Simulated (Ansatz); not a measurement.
Pulling on the N3–H4 bond in H3NSi (SMILES N[SiH]) (multiplicity 1 held, fragments rigid). Energies count from the point at 1.009 Å.
Geometry at that point (charge 0, multiplicity 1):
```xyz
5

Si    -0.24475     0.39104     0.51000
H     -0.58600     1.47386    -0.51531
N      0.39778    -0.68955    -0.65445
H      0.46314    -0.52839    -1.64843
H      0.76485    -1.59314    -0.39510
```

Signs of static correlation in cc-pV(D+d)Z, with CASSCF(2,2), from Ansatz (a first-principles code) runs.

| R (Å) | T1 of restricted CCSD | ⟨S²⟩ of UHF | largest double amplitude of restricted CCSD | weight of the CASSCF reference in MRCISD | CASSCF natural occupations |
|---|---|---|---|---|---|
| 0.807 | 0.017 | 0.000 | 0.080 | 0.904 | 1.99 0.01 |
| 0.908 | 0.017 | 0.000 | 0.080 | 0.903 | 1.99 0.01 |
| 1.009 | 0.018 | 0.000 | 0.079 | 0.902 | 1.98 0.02 |
| 1.110 | 0.018 | 0.000 | 0.078 | 0.901 | 1.98 0.02 |
| 1.211 | 0.019 | 0.000 | 0.076 | 0.900 | 1.97 0.03 |
| 1.362 | 0.021 | 0.000 | 0.074 | 0.899 | 1.94 0.06 |
| 1.514 | 0.023 | (withheld) | 0.078 | 0.897 | 1.91 0.09 |
| 1.766 | 0.028 | 0.680 | 0.103 | 0.893 | 1.82 0.18 |
| 2.018 | 0.034 | (withheld) | 0.202 | 0.888 | 1.68 0.32 |
| 2.321 | 0.038 | 1.054 | 0.359 | 0.883 | 1.49 0.51 |
| 2.725 | 0.043 | 1.178 | 0.549 | 0.879 | 1.28 0.72 |
| 3.229 | 0.046 | 1.211 | 0.699 | 0.878 | 1.13 0.87 |

Q: Fill in the missing entries.

A: 
- 1.514, ⟨S²⟩ of UHF: 0.094
- 2.018, ⟨S²⟩ of UHF: 0.916

Doubts at one or more of the structures used: a restricted determinant that unrestricted orbitals would lower (R-CCSD(T)/cc-pV(D+d)Z); other coupled-cluster roots lie near (R-CCSD(T)/cc-pV(D+d)Z); a spin-contaminated determinant (U-CCSD(T)/cc-pV(D+d)Z); T1 above 0.05 (U-CCSD(T)/cc-pV(D+d)Z); the program's own flag: large difference (U-CCSD(T)/cc-pV(D+d)Z).
